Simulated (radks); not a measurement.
Problem. Species: B. Configuration: [He] 2s2 2p1 (the NIST ground configuration). Method: non-relativistic Kohn-Sham, LDA (Slater exchange, Perdew-Wang correlation), spin-polarised, spherical densities, point nucleus; open shells are filled with parallel spins first; computed with a radial shooting solver on a logarithmic mesh with Libxc functionals. Some entries of the table are withheld. Estimate them.

orbital  occ.  eigenvalue (eV)  r(max) (bohr)  <r> (bohr)
1s up       1        -178.5912            (1)      0.3327
1s down     1        -178.2516            (2)      0.3320
2s up       1          -9.8007          1.513       1.949
2s down     1          -8.6790          1.531       1.996
2p up       1          -4.0978          1.541       2.233
2p down     0          -3.0893          1.598       2.393

Solution. 
(1) 1s up r(max) (bohr): 0.2123
(2) 1s down r(max) (bohr): 0.2121
